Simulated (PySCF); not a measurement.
Can point charges reproduce the dipole moment of `O=S1(=O)C[C@@H](F)[C@@H]1F`?

Coordinates (GFN2-xTB, Å) and charges (e) from the PBE0/pcSseg-1 density (PySCF):

| atom | x | y | z | Mulliken | IAO | Hirshfeld | ESP-fitted |
| --- | --- | --- | --- | --- | --- | --- | --- |
| O1 | -1.924 | 1.266 | 0.568 | -0.4976 | -0.8580 | -0.3026 | -0.5218 |
| S2 | -1.181 | 0.492 | -0.374 | +0.9509 | +1.9546 | +0.5066 | +1.0595 |
| O3 | -1.738 | 0.249 | -1.664 | -0.4940 | -0.8476 | -0.2986 | -0.4992 |
| C4 | 0.599 | 0.945 | -0.430 | -0.2859 | -0.5080 | -0.0865 | -0.4769 |
| C5 | 0.958 | -0.343 | 0.309 | +0.1414 | +0.1554 | +0.0587 | +0.2593 |
| F6 | 1.459 | -0.082 | 1.556 | -0.3114 | -0.3086 | -0.1022 | -0.2452 |
| C7 | -0.418 | -1.018 | 0.417 | +0.0983 | -0.0406 | +0.0476 | -0.0578 |
| F8 | -0.525 | -2.135 | -0.335 | -0.2787 | -0.2771 | -0.0847 | -0.1716 |
| H9 | 0.976 | 1.000 | -1.444 | +0.1831 | +0.1877 | +0.0698 | +0.1808 |
| H10 | 0.842 | 1.838 | 0.135 | +0.1888 | +0.1946 | +0.0684 | +0.2079 |
| H11 | 1.694 | -0.977 | -0.200 | +0.1441 | +0.1668 | +0.0590 | +0.1043 |
| H12 | -0.741 | -1.235 | 1.437 | +0.1611 | +0.1808 | +0.0646 | +0.1608 |

What dipole does each set of charges give (1 e·Å = 4.803 D), and what does the density give?

The full density gives (3.56, -0.44, 0.26) D, 3.60 D in size; dipole vectors point from the negative to the positive end.

```
    scheme    μx     μy     μz  size (D)  share of the full size (%)  angle to the full dipole (°)
  Mulliken  3.70   0.52  -0.17      3.74                         104                            17
       IAO  4.17  -0.25   0.18      4.18                         116                             4
 Hirshfeld  2.69  -0.53   0.33      2.77                          77                             5
ESP-fitted  3.60  -0.46   0.25      3.63                         101                             0
```

Which set comes closest?

Length of the difference vector: ESP-fitted 0.04 D, IAO 0.65 D, Hirshfeld 0.88 D, Mulliken 1.06 D. Closest: ESP-fitted. ESP charges are fitted to the potential around the molecule, whose slowest-falling term is the dipole's. The schemes that divide the density aren't constrained to reproduce the dipole.

What is left for the Hirshfeld atoms' own dipoles?

The Hirshfeld atoms' densities add up to the full density, so μ = Σ q r + Σ (atomic dipoles). The atomic dipoles sum to (3.56, -0.44, 0.26) − (2.69, -0.53, 0.33) = (0.87, 0.09, -0.07) D, 0.88 D in size.

With the origin at the mean of the coordinates, (0.000, 0.000, -0.002) Å, which are the largest single terms, by size, of the Mulliken dipole along the direction of the full one?

S2 -5.74, O1 +4.83, O3 +4.44, F6 -2.35, H11 +1.23 D; all 12 atoms together +3.59 D. The single terms depend on the origin, their sum doesn't.

Give the size of the full dipole in other units.

3.60 D = 1.416 au = 0.749 e·Å = 12.00 × 10⁻³⁰ C·m.

Isolated species at its GFN2-xTB geometry, gas phase.

The run behind these numbers computed NMR shieldings as well. Hardware: one thread, Arm Neoverse N1 (aarch64), shared host with 64 logical CPUs at a one-minute load of 27. Cost: 38 s wall (grids of density and orbitals included), 0.73 GiB resident at most.
